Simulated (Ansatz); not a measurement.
Total energies of the cluster PSe₂ (the lowest doublet isomer of a short search) from Ansatz at CCSD(T)/def2-TZVPP, gas phase (1 Eh = 27.2114 eV = 2625.5 kJ/mol). The reference geometry is relaxed at PBE-D4/def2-TZVP.

```csv
atom,x (Å),y (Å),z (Å)
P1,-0.266,-0.673,1.039
Se2,-0.963,0.096,-0.956
Se3,1.229,0.577,-0.083
```

| state | geometry | energy (Eh) |
| --- | --- | --- |
| charge 0 doublet | reference | -5141.14941 |
| charge 1 singlet | reference | -5140.85548 |
| charge 0 quartet | relaxed at PBE-D4/def2-TZVP | -5141.10504 |
| free P atom (quartet) | – | -340.81484 |
| free Se atom (triplet) | – | -2400.05814 |

Correlated methods freeze 23 core orbitals; core or outer-core shells of Se are correlated, in sets that lack core-valence functions. In CCSD on the charge 0 quartet the largest single amplitude is 0.30, so its Hartree–Fock determinant may place the open shell otherwise than the density functionals do.

Work out the vertical ionisation energy to the singlet.

E(charge 1 singlet) − E(charge 0 doublet) = -5140.85548 − (-5141.14941) = 0.29393 Eh = 8.00 eV.

Which of the charge 0 states is lowest, and how far above it are the others?

The doublet. quartet: -5141.10504 − (-5141.14941) = 0.04437 Eh = 116.5 kJ/mol.

What is the binding energy per atom against free atoms?

Atoms: 1 × (-340.81484) + 2 × (-2400.05814) = -5140.93112 Eh. Binding: -5140.93112 − (-5141.14941) = 0.21829 Eh = 5.94 eV, or 1.98 eV for each of 3 atoms (no zero-point energy, no counterpoise term).

At CCSD(T)/def2-TZVPP T1 of the charge 1 singlet is large (up to 0.023), so the single-reference result is doubtful. At CCSD(T)/def2-TZVPP the restricted singlet (for correlated methods, its reference) is unstable: a solution with broken spin symmetry lies lower. 

The structure comes from a short search, and lower isomers may exist.
